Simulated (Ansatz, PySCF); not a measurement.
Complex: CH4O (SMILES CO) (first 6 atoms) with CH2O2 (SMILES O=CO); geometry from B3LYP-D3(BJ)/def2-TZVP, rigid monomers moved along the line of their centres of mass till O2···H11 is 2.33 Å.
(charge 0, multiplicity 1):
```xyz
11

C     -0.190    -0.350     0.183
O      0.489    -0.806     1.352
H     -0.904     0.445     0.414
H     -0.729    -1.202    -0.228
H      0.520     0.011    -0.566
H      0.937    -0.055     1.780
O      0.784     1.028     4.237
C     -0.026     0.394     4.874
O     -0.682    -0.673     4.449
H     -0.310     0.648     5.903
H     -0.394    -0.865     3.513
```

Monomers are frozen at their geometry in the pair; levels with a basis set take the counterpoise correction.

Correlated levels freeze the cores. Rows in 6-31G* carry no dispersion term and start afresh at each structure (6-31G* with six Cartesian d functions).

Codes used: Ansatz (an electronic-structure program) with Gaussian orbitals; PySCF for 6-31G* rows. Values without a source in brackets are computed.

Question: Estimate the interaction energy that CCSD(T)/aug-cc-pVDZ returns for this input.

Answer: -300 meV

Question: Give the interaction energy at the level SCS-MP2/aug-cc-pVDZ.

Answer: -281 meV

Question: Predict the interaction energy from HF/6-31G*.

Answer: -285 meV
